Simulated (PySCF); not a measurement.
**Technetium: a sound run and one with changed settings**

Sound run: Tc⁺ [Kr] 4d5 5s1, Tc²⁺ [Kr] 4d5. Calculation: PySCF 2.14, in x2c-SVPall (6s5p5d1f, 53 functions); the spin-free X2C one-electron Hamiltonian (Gaussian nucleus). The sound run starts from symmetry-adapted Hartree-Fock orbitals and uses a fine grid where one is needed.

Changed run: radial step 0.5 in ln r (0.13 in the sound run). This setting is unsound on purpose.

| species | method | sound run (hartree) | changed run (hartree) | converged |
| --- | --- | --- | --- | --- |
| Tc⁺ | UHF | -4282.44337 | -4282.44337 | yes |
| Tc⁺ | M06-2X | -4284.90252 | -4285.12272 | yes |
| Tc⁺ | PBE0 | -4284.30298 | -4284.32357 | yes |
| Tc²⁺ | UHF | -4281.92093 | -4281.92093 | yes |
| Tc²⁺ | M06-2X | -4284.35351 | -4284.56964 | yes |
| Tc²⁺ | PBE0 | -4283.74466 | -4283.76490 | yes |

Ionisation energy of Tc⁺:

| method | sound run (eV) | changed run (eV) |
| --- | --- | --- |
| UHF | 14.216 | 14.216 |
| M06-2X | 14.939 | 15.050 |
| PBE0 | 15.193 | 15.202 |

A coarse radial grid mis-integrates the density and the exchange-correlation energy, with errors of either sign; Hartree-Fock needs no grid.

For comparison, NIST gives 15.26 eV between the lowest levels.
